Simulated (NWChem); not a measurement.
Species: C2H6ClY; SMILES [CH3][Y]([CH3])[Cl]

Computed with NWChem. Coordinates come from a PBE0/def2-SVP optimisation. Not confirmed as a minimum by frequencies. def2 effective core potentials on Y; no spin-orbit coupling.

For level B3LYP/STO-3G (all-electron, non-relativistic):

| Property | Value |
|---|---|
| highest occupied level (eV) | -5.26 |
| orbital gap (eV) | 3.54 |
| dipole (D) | 2.87 |

Q: Estimate the same quantities for level B3LYP/def2-SVP (core potentials).

A: 
- highest occupied level (eV) = -6.43
- orbital gap (eV) = 4.04
- dipole (D) = 3.65
